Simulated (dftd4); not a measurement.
CH5O, charge +1, singlet, geometry from GFN2-xTB; D4 for revpbe (dftd4 4.2.0).

dftd4 was given this input:
```
$ dftd4 mol.xyz --func revpbe --charge 1 --json dftd4.json --noedisp --grad

# file mol.xyz
7

C     -0.01927668     0.75112854     0.00090995
O     -0.01945091    -0.71002909     0.07309383
H     -1.05393514     1.08479565     0.06211764
H      0.89956319    -1.05604335     0.06619891
H      0.52546643     1.12435414     0.86667889
H      0.43988827     1.11244731    -0.91822338
H     -0.53971541    -1.09209225    -0.66698245
```

**Question.** Write the output that dftd4 gives for this input, abridged.

**Answer.** 
```
                    ____  _____ _____     ____  _  _
      -------------|  _ \|  ___|_   _|---|  _ \| || |------------
     |             | | | | |_    | | ___ | | | | || |_           |
     |             | |_| |  _|   | ||___|| |_| |__   _|          |
     |             |____/|_|     |_|     |____/   |_|            |
     |             ===================================           |
     |            E. Caldeweyher, S. Ehlert & S. Grimme          |
     |          Mulliken Center for Theoretical Chemistry        |
     |                    University of Bonn                     |
      -----------------------------------------------------------

Rational (Becke-Johnson) damping: revpbe-D4-ATM
---------------------
  s6         1.0000
  s8         1.7468
  s9         1.0000
  a1         0.5363
  a2         3.0726
 alp        16.0000
--------------------

Dispersion energy:      -5.8361380596235E-03 Eh

Gradient norm:           3.9848538619205E-04 Eh/a0
--------------------------------------------------
     #    Z           dE/dx      dE/dy      dE/dz
--------------------------------------------------
     1    6 C     6.294E-07  1.486E-04 -8.544E-06
     2    8 O     1.643E-05 -2.671E-04 -1.913E-05
     3    1 H    -7.596E-05  8.600E-05  1.797E-05
     4    1 H     1.482E-06 -8.863E-05  9.326E-06
     5    1 H     2.666E-05  8.857E-05  7.024E-05
     6    1 H     3.565E-05  1.213E-04 -7.595E-05
     7    1 H    -4.887E-06 -8.879E-05  6.082E-06
--------------------------------------------------

Virial:
--------------------------------------------------
      component           x          y          z
--------------------------------------------------
          x       2.143E-04 -3.817E-05 -1.850E-05
          y      -3.817E-05  1.549E-03  8.787E-06
          z      -1.850E-05  8.787E-06  2.398E-04
--------------------------------------------------

[Info] Dispersion results written to 'dftd4.txt'
[Info] JSON dump of results written to 'dftd4.json'
```
